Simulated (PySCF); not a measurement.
Simulated outer-valence photoelectron spectrum of `N#CCC[SeH]`. Computed with EOM-IP-CCSD/aug-cc-pVDZ in PySCF, restricted Hartree–Fock reference, 13 core orbitals frozen, non-relativistic, gas phase, PBE0-D3(BJ)/def2-SVP geometry.

Each root has a Gaussian of 0.8 eV full width with its one-hole share as area; cross sections and vibrations are left out, and the highest printed point is 100.

| ionisation energy (eV) | intensity |
| --- | --- |
| 8.2 | 0 |
| 8.4 | 1 |
| 8.6 | 5 |
| 8.8 | 14 |
| 9.0 | 28 |
| 9.2 | 41 |
| 9.4 | 42 |
| 9.6 | 30 |
| 9.8 | 15 |
| 10.0 | 6 |
| 10.2 | 1 |
| 10.4 | 0 |
| 10.6 | 0 |
| 10.8 | 1 |
| 11.0 | 3 |
| 11.2 | 9 |
| 11.4 | 22 |
| 11.6 | 40 |
| 11.8 | 58 |
| 12.0 | 73 |
| 12.2 | 87 |
| 12.4 | 98 |
| 12.6 | 100 |
| 12.8 | 94 |
| 13.0 | 87 |
| 13.2 | 80 |
| 13.4 | 67 |
| 13.6 | 49 |
| 13.8 | 32 |
| 14.0 | 26 |
| 14.2 | 34 |
| 14.4 | 46 |
| 14.6 | 54 |
| 14.8 | 56 |
| 15.0 | 54 |
| 15.2 | 46 |
| 15.4 | 31 |
| 15.6 | 16 |
| 15.8 | 6 |
| 16.0 | 1 |
| 16.2 | 0 |

Task: Where are the maxima, and how many lines lie under the curve?

Result: 3 maxima, at 9.3, 12.5 and 14.8 eV, from 8 lines. At this width some lines have no maximum of their own.

Task: List the lines with their holes.

Result: 
```
E (eV)  leading hole (HF orbital)  area  Koopmans (eV)
  9.31                       HOMO  0.96           9.77
 11.81                     HOMO-1  0.96          12.30
 12.35                     HOMO-2  0.96          12.65
 12.57                     HOMO-3  0.95          12.99
 13.02                     HOMO-5  0.93          15.38
 13.43                     HOMO-4  0.95          14.12
 14.50                     HOMO-6  0.95          15.59
 15.12                     HOMO-7  0.94          16.39
```

The widest gap, 2.50 eV, lies between 9.31 and 11.81 eV. Only orbitals with −ε under 21 eV, eight at most, were ionised, so the high end of the curve may lack lines.

Conformer computed: `[N:1]#[C:2][CH2:3][CH2:4][SeH:5]`: C2–C3–C4–Se5 -177°, H–Se5–C4–C3 -68°.

One conformer stands for the species.
